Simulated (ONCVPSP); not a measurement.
**How hard is this Li (Z = 3) ONCV potential?**

ONCVPSP 4.0.1 input, shortened (lines: element, Z, core and valence counts, functional; n l f; lmax; l rc ep ncon nbas qcut; lloc lpopt rc5 dvloc0; l nproj debl; icmod fcfact rcfact), LDA (Perdew-Wang 92), scalar-relativistic:

```
  Li 3.00    0    2  -001012      upf
    1    0    2.00
    2    0    0.50
    2
    0    0.90    0.00    3    7   13.30
    1    0.70    0.14    4    7   10.00
    2    0.75    0.37    4    8   15.20
    4    1    0.70    4.00
    0    2    3.80
    1    3    1.20
    2    3    2.50
    0    0.00    0.00
```

Task: For each optimised wave give the share of its norm inside rc, the residual kinetic energy above qcut (Ha) and the cutoffs (Ha) for errors of 10, 1, 0.1 and 0.01 mHa per electron.

Result:

| wave | norm inside rc | residual KE | 10 mHa | 1 mHa | 0.1 mHa | 0.01 mHa |
| --- | --- | --- | --- | --- | --- | --- |
| 1s | 0.831 | 9.8e-07 | 44.0 | 58.2 | 69.9 | 78.7 |
| 2s | 0.019 | 1.1e-07 | 21.9 | 40.9 | 56.5 | 69.7 |
| p projector 1 | 0.018 | 3.2e-05 | 6.4 | 19.3 | 39.0 | 94.1 |
| p projector 2 | 0.032 | 7.1e-05 | 10.7 | 26.3 | 46.7 | 75.3 |
| p projector 3 | 0.033 | 1.1e-04 | 12.5 | 29.7 | 50.8 | 106.7 |
| d projector 1 | 0.000 | 2.0e-10 | 1.6 | 3.1 | 7.6 | 15.7 |
| d projector 2 | 0.008 | 1.0e-08 | 7.5 | 12.5 | 26.8 | 48.7 |
| d projector 3 | 0.016 | 4.6e-08 | 11.5 | 19.4 | 37.9 | 62.7 |

The occupied waves need 58 Ha and 70 Ha for 1 and 0.1 mHa. Rows with under 1 % of the norm inside rc give no meaningful cutoff. Note: ghosts flagged at negative energy: p at -17.1 eV; GHOST(+) flags only above 600 eV. A true bound ghost makes a file unfit for plane-wave use. 1 of 4 tests not solved or not reliable.
